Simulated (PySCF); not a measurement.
Si(F)2(Me)2 (C2H6F2Si), SMILES C[Si](C)(F)F.

Geometry: B3LYP-D3(BJ)/def2-SVP.

These are B3LYP-D3(BJ)/def2-SVP in PySCF 2.14.0 values and carry that method's errors.

Frequencies are harmonic and unscaled.

Computed vibrational spectrum:
```tsv
mode	ν (cm⁻¹)	IR (km/mol)	Raman (Å⁴/amu)	depolarisation	moving atoms (share of kinetic energy)
1	126	0.0	0.0	–	H 99 %
2	141	0.1	0.0	–	H 97 %
3	190	0.4	0.9	0.62	C 44 %, H 34 %, F 19 %
4	203	0.0	0.9	0.75	F 56 %, C 24 %, H 20 %
5	243	2.0	0.3	0.75	F 32 %, H 31 %, Si 20 %, C 18 %
6	312	37.4	1.4	0.75	F 38 %, C 22 %, Si 21 %, H 19 %
7	318	20.3	1.0	0.55	F 69 %, Si 18 %
8	636	0.1	16.3	0.07	C 58 %, H 20 %, F 19 %
9	696	0.1	2.3	0.75	H 62 %, C 32 %
10	747	0.0	1.4	0.75	H 77 %, C 21 %
11	790	0.9	1.7	0.75	H 57 %, F 22 %, C 19 %
12	804	2.1	2.7	0.68	H 51 %, F 27 %, C 19 %
13	824	187.0	0.5	0.75	Si 44 %, H 31 %, C 24 %
14	916	193.0	0.2	0.75	Si 42 %, F 27 %, H 21 %, C 9 %
15	959	196.5	0.3	0.75	Si 50 %, F 35 %, H 11 %
16	1284	55.1	1.4	0.75	H 75 %, C 24 %
17	1285	30.8	0.6	0.25	H 78 %, C 22 %
18	1423	0.0	25.9	0.75	H 95 %
19	1426	0.9	0.1	0.75	H 96 %
20	1434	2.9	23.4	0.75	H 96 %
21	1436	10.3	0.9	0.75	H 96 %
22	3035	0.1	2.0	0.75	H 97 %
23	3037	0.5	249.1	0.00	H 97 %
24	3126	0.0	12.8	0.75	H 91 %, C 9 %
25	3128	7.0	117.5	0.75	H 91 %, C 9 %
26	3132	3.3	112.0	0.71	H 91 %, C 9 %
27	3132	1.1	66.7	0.75	H 91 %, C 9 %
```
